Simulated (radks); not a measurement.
Task: The tin ion Sn4+, [Kr] 4d10. Calculated with a radial shooting solver on a logarithmic mesh with Libxc functionals: non-relativistic Kohn-Sham, r2SCAN, spin-polarised, spherical densities, point nucleus; meta-GGA in the generalised Kohn-Sham scheme. Every spin shell is full or empty, so the densities are truly spherical. Functionals are evaluated on that one density, not self-consistently. Rank these exchange functionals by their error against the exact value of the orbitals, and give that value: LDA, PBE, OPTX, G96, EV93, APBE, TPSS, revTPSS, MS2, Tao-Mo, MVS.

Result: Exact: -157.850 hartree. From best to worst, with 100 (|E| - |E exact|)/|E exact| (equal figures are ties): MVS +0.07, APBE +0.24, G96 +0.29, EV93 -0.32, TPSS -0.34, PBE -0.50, MS2 -0.63, Tao-Mo -0.86, revTPSS -0.96, OPTX +1.20, LDA -4.94.
